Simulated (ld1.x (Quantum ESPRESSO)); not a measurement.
# lithium: RRKJ pseudisation with BP86, scalar-relativistic reference atom.

- Element: lithium (Li)
- Generator: ld1.x (Quantum ESPRESSO) 7.5
- Type: norm-conserving RRKJ (Kleinman–Bylander form)
- Functional: BP86
- Relativity: scalar-relativistic
- Frozen core: none
- Valence charge: 3
- Reference configuration: 1s2 2s0.75 2p0 (charge +0.25)
- Partial waves: 1s (bound): rc 0.65 bohr; 2p (bound, empty): rc 4.20 bohr
- Local potential: all-electron potential smoothed inside 2.15 bohr (lloc = -1)
- Core correction: none
- rho0: 0.005

Occupied shells without a wave of their own: 2s. They enter only through the test configuration that unscreens the potential.

All-electron outer shells of the reference configuration (BP86, scalar-relativistic, ld1.x):

```
shell  level (eV)  outermost node (bohr)  outermost maximum (bohr)
   1s      -53.90                      –                      0.36
   2s       -4.17                   0.83                      3.05
   2p       -2.25                      –                      3.58
```

Q: Does the generator finish with these settings?

A: Yes, a potential is produced.

Q: Estimate the cutoffs (Ry, on a coarse ladder) from which the occupation-weighted sum of valence levels, in a spherical-Bessel basis at the reference potential, stays within 10 and 1 mRy of its value at 400 Ry.

A: over 300 Ry and over 300 Ry.

Q: Does the potential have ghost states?

A: No extra level below or beside the all-electron valence levels (s, p, d, f tested).

Q: Tests: 1s2 2s1 2p0; 1s2 2s0 2p0; 1s2 2s0.5 2p0; 1s1 2s1 2p0; 1s2 2s0 2p1. Which has the largest error in its energy relative to the reference configuration, and how large is it?

A: 1s2 2s0 2p0, with +276 meV (all-electron minus pseudo) on +4.42 eV.
